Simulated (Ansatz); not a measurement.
Computed with Ansatz on PBE0-D4/def2-TZVP structures; ΔE is electronic, products minus reactants. CCSD(T)/CBS adds triple-zeta CCSD(T) − MP2 to the extrapolated MP2 energy (def2 sets, frozen cores). DFT in def2-TZVPP. B3LYP here is the variant with VWN-RPA as its local correlation; programs differ in this. HSE06 is defined as in plane-wave codes. One conformer a species, not always the lowest.

Reaction (cleavage of the Si–Si bond): `N[Si](N)([SiH3])Cl` + `[NH2][Al]([OH])[F]` → `[NH2][Al]([F])[O][SiH3]` + `N[SiH](N)Cl`

(1) Is it downhill or uphill in electronic energy at CCSD(T)/CBS, and by how much? (An estimate is asked.)

(2) What do these levels give: B3LYP-D4, HSE06-D4, PBE-QIDH, PBE, B3LYP, CCSD/def2-SVP? (An estimate is asked.)

Largest T1 diagnostic among the species: 0.012.

Answers

(1) Ansatz gave: Downhill: ΔE = -28.3 kcal/mol.

(2) Ansatz gave: B3LYP-D4 -27.9, HSE06-D4 -24.1, PBE-QIDH -28.1, PBE -22.3, B3LYP -29.5, CCSD/def2-SVP -30.3 kcal/mol.

At CCSD(T), def2-SVP lies −1.0 kcal/mol from the extrapolated value and def2-TZVPP −0.5 kcal/mol. From BLYP to BHLYP (50 % exact exchange), in def2-TZVPP and without D4, ΔE moves by −5.1 kcal/mol. The D4 term adds +1.6 kcal/mol with B3LYP and +0.9 kcal/mol with PBE0; it sums over pairs of atoms, weighted by their polarisabilities, and B3LYP, whose exchange is more repulsive, gets the larger term.
